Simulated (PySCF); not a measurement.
**Electronic absorption of CH14Si5**

CH14Si5.
Structure used (PBE0-D3(BJ)/def2-SVP), in Å, numbered top down from 1:
```
atom  x, y, z in Å
C1    -2.4990    1.2989    0.4669
Si2   -1.8365   -0.2572   -0.3634
Si3    0.4889   -0.3872   -0.0909
Si4    1.3664   -2.2834   -1.1455
Si5    1.4748    1.5367   -0.9910
Si6    0.9719   -0.4769    2.1995
H7    -3.5869    1.3851    0.3217
H8    -2.0230    2.1990    0.0489
H9    -2.2957    1.2769    1.5484
H10   -2.4635   -1.4774    0.2382
H11   -2.1576   -0.2528   -1.8265
H12    1.0434   -2.2532   -2.6059
H13    2.8527   -2.3343   -0.9838
H14    0.7753   -3.5205   -0.5473
H15    0.8850    2.7580   -0.3570
H16    1.2334    1.6054   -2.4659
H17    2.9502    1.5398   -0.7448
H18    0.4140   -1.7316    2.7938
H19    0.3564    0.6937    2.9008
H20    2.4489   -0.4481    2.4342
```

The calculation used TDDFT B3LYP/def2-SVPD, vertical, gas phase, core orbitals frozen in the response (PySCF).

Question: Predict the UV-vis stick spectrum at this level.

Answer: 

| state | λ (nm) | E (eV) | f | main configurations (H = HOMO, L = LUMO) |
| --- | --- | --- | --- | --- |
| S1 | 199.8 | 6.21 | 0.0071 | H→L (84%) |
| S2 | 198.4 | 6.25 | 0.0036 | H→L+1 (93%) |
| S3 | 197.0 | 6.29 | 0.0054 | H→L+2 (82%), H-2/H-1→L (≥11%) |
| S4 | 195.3 | 6.35 | 0.0017 | H-2/H-1→L (≥78%), H→L+2 (9%) |
| S5 | 194.9 | 6.36 | 0.0025 | H-2/H-1→L (≥59%), H→L+3 (20%), H-2/H-1→L+1 (≥13%) |

The lowest singlet lies at 6.21 eV (200 nm, ultraviolet) and is weak; its leading configuration is HOMO→LUMO (84%). The lowest level is also the most intense of those listed (f = 0.0071). Löwdin shares by element: HOMO silicon 63% or more, carbon 6% (atoms not listed hold the other 30%); LUMO silicon 45% or more, carbon 9% (atoms not listed hold the other 46%). Of the 5 states listed, none reaches f = 0.01 and none stays under 0.0005. Weighted by f, the mean energy of these states is 6.27 eV. The oscillator strengths of these states sum to 0.020; summed over the whole spectrum of an exact calculation they would give the number of electrons, 90 (Thomas–Reiche–Kuhn). Orbitals of the list HOMO-3 to LUMO+2 that lie within 0.01 eV of each other are written together with a slash and their weights summed (≥ marks a lower bound); for degenerate orbitals outside that list single weights are arbitrary. Only the lowest 6 singlets were computed, as vertical energies without vibronic structure. The highest level found (6.40 eV, f 0.0006 so far) is left out, since the window may have cut off a degenerate partner.
